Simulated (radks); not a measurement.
The numbers below are computed, except where a source is named.
Spherical quantum dot in the effective-mass picture: electrons in a parabolic well V = omega^2 r^2 / 2 with omega = 1.58, with a point charge +1 (a donor) at the centre, all in effective atomic units (hartree* = m*/eps^2 hartree, bohr* = eps/m* bohr), one dielectric constant everywhere. Level of theory: non-relativistic Kohn-Sham, LDA (Slater exchange, Perdew-Wang correlation), spin-polarised, spherical densities (a radial shooting solver with Libxc functionals). Levels are named by radial order and angular momentum (1s, 1p, 1d, 2s, ...), and open shells are averaged over m.

N = 19, configuration 1s2 1p6 1d(up 5, down 4) 2s2. This is the lowest configuration that the search found. Occupied and some empty levels:

level    occupation  eigenvalue (hartree*)  <r> (bohr*)
1s up             1                 12.702        1.078
1s down           1                 12.715        1.074
1p up             3                 13.762        1.525
1p down           3                 13.781        1.524
2s up             1                 14.602        1.533
2s down           1                 14.616        1.536
1d up             5                 14.741        1.777
1d down           4                 14.761        1.778
1f up             0                 15.780        1.969
1f down           0                 15.799        1.971
2p up             0                 15.954        1.755
2p down           0                 15.967        1.756
1g up             0                 16.884        2.131
1g down           0                 16.901        2.133

Energy (hartree*): total 172.649, kinetic 29.785, external 53.083, Hartree 100.79, exchange-correlation -11.009.
